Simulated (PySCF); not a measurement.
Si(F)2(OH)(SiH3) (F2H4OSi2), SMILES [Si](F)(F)([SiH3])O.

Geometry optimised at B3LYP-D3(BJ)/def2-SVP. This is a generated structure with no PubChem entry under its InChIKey; it may be hypothetical. The values are those of a single conformer.

Two levels are set side by side: PBE/def2-TZVP (PySCF) and HF/def2-TZVP (PySCF). Same geometry, gas phase. Differences are taken from unrounded values.

```csv
quantity,HF
orbital gap (eV),15.28
highest occupied level (eV),-12.22
lowest empty level (eV),3.06
dipole moment (D),1.15
mean polarisability (bohr³),48.5
```

What does PBE give, and how far is it from HF? (The exact figures need the calculation; the answer reports its results.)


| quantity | PBE | PBE minus HF |
|---|---|---|
| orbital gap (eV) | 6.86 | -8.42 |
| highest occupied level (eV) | -7.86 | 4.36 |
| lowest empty level (eV) | -1.00 | -4.05 |
| dipole moment (D) | 1.05 | -0.09 |
| mean polarisability (bohr³) | 56.9 | 8.4 |

Without exact exchange PBE keeps part of each electron's self-repulsion, which lifts occupied levels and narrows the gap. PBE's more diffuse valence density responds more strongly to a field. Differences between two approximate levels are no errors against the true value.

Rough cost on one machine, each run with all the roots and properties that it gave: HF against PBE about 1/3.
